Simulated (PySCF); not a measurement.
C2H6N2Si, SMILES C#C[SiH](N)N. Coordinates come from a PBE-D3(BJ)/def2-SVP optimisation. This is a generated structure with no PubChem entry under its InChIKey; it may be hypothetical. Other conformers were not sampled.

Computed equilibrium geometry at PBE-D3(BJ)/def2-SVP (PySCF confirms it by a frequency run) as a Z-matrix (one conformer of several):
```
Si
N 1 1.7348
H 2 1.0223 1 118.65
H 2 1.0228 3 111.38 1 144.14
N 1 1.7352 2 107.29 3 -156.42
H 5 1.0228 1 118.45 2 -161.33
H 5 1.0236 6 110.85 1 142.26
H 1 1.5075 2 119.10 3 85.99
C 1 1.8555 8 106.35 5 -123.90
C 9 1.2300 8 146.76 1 -176.38
H 10 1.0823 3 141.91 2 160.60
```
Charge 0, spin multiplicity 1.
